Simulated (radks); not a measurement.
The numbers below are computed, except where a source is named.
Initial-state core-level shifts of the palladium ion Pd+ when its valence configuration changes from [Kr] 4d9. Level of theory: Dirac Kohn-Sham, PBE, spin-unpolarised, spherical densities, finite nucleus; open shells fill j = l - 1/2 first; Fermi nuclear charge, rms radius 4.5318 fm (a radial shooting solver on a logarithmic mesh with Libxc functionals). Shifts are changes of the shell-averaged eigenvalues in eV (positive: less bound); the change of the density at the nucleus, which sets a Mossbauer isomer shift, is in e/bohr^3, on a base of 1.328e+05.

valence           1s       2p       3s       3d  density at nucleus
4d8.5 5s0.5   -2.130   -2.246   -2.224   -2.234              +11.75
4d7 5p2      -11.818  -12.304  -12.182  -12.231               +7.07
4d7 5s2       -9.243   -9.789   -9.626   -9.680              +56.50
4d8 5s1       -4.386   -4.631   -4.576   -4.599              +25.06
4d8 5p1       -5.747   -5.953   -5.919   -5.938               +2.91
4d8.5 5p0.5   -2.830   -2.923   -2.913   -2.921               +1.29
4d7.5 5s1.5   -6.760   -7.149   -7.046   -7.084              +39.96
4d7.5 5p1.5   -8.745   -9.082   -9.011   -9.044               +4.84
4d6 5p3      -18.367  -19.190  -18.915  -19.004              +12.06
